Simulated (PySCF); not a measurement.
C3H3ClF2, SMILES F[C@@H]1[C@H](F)[C@H]1Cl. Geometry optimised at PBE0-D3(BJ)/def2-SVP. The structure was generated by enumeration; whether it is a known compound was not checked.

Method: PBE0-D3(BJ)/def2-SVP run with PySCF.

Harmonic wavenumbers (cm⁻¹): 181, 218, 242, 323, 388, 667, 833, 867, 943, 1019, 1062, 1104, 1155, 1199, 1216, 1270, 1376, 1519, 3185, 3192, 3206. Rotational constants (GHz): 4.879, 1.828, 1.434; symmetry number 1.

Task: Work out the zero-point energy and the ideal-gas rigid-rotor harmonic-oscillator thermochemistry at 298.15 K and 1 atm.

Result: ZPE = ½ Σ hcν = ½ × 25165 cm⁻¹ = 35.97 kcal/mol. H − E(el) = 40.10 kcal/mol. Entropy in cal/(mol K): translation 40.07, rotation 27.62, vibration 9.60, total 77.29. G − E(el) = 17.06 kcal/mol. Cp = 20.94 cal/(mol K).
